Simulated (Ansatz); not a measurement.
Cartesian coordinates in Å:
```
B 1.366 1.579 -1.088
C 0.654 1.635 0.236
Al -0.365 -0.084 0.219
C -2.306 0.005 0.059
Si 0.878 -2.180 0.521
H 0.878 2.069 -2.071
H 2.383 0.953 -1.212
H -0.114 2.397 0.387
H 1.265 1.460 1.130
H -2.768 -0.968 -0.123
H -2.603 0.686 -0.745
H -2.740 0.405 0.983
H 2.178 -1.975 1.223
H 0.107 -3.200 1.290
H 1.188 -2.783 -0.809
```

Charge 0, multiplicity 1.

Question: List the PBE/def2-TZVPP orbital energies in eV (the Gaussian-basis code of Ansatz). (Estimate.)

Answer: Computed: Occupied: -1779.20, -1506.85, -268.48, -268.46, -176.45, -137.00, -107.10, -93.72, -93.72, -93.71, -69.23, -69.00, -68.95, -17.20, -16.85, -13.04, -11.67, -10.56, -9.80, -9.79, -9.37, -8.38, -8.33, -8.30, -7.40, -6.89, -6.35. Lowest empty: -2.80, -1.14, -0.69, -0.46, 0.48, 0.70, 0.72, 1.07.
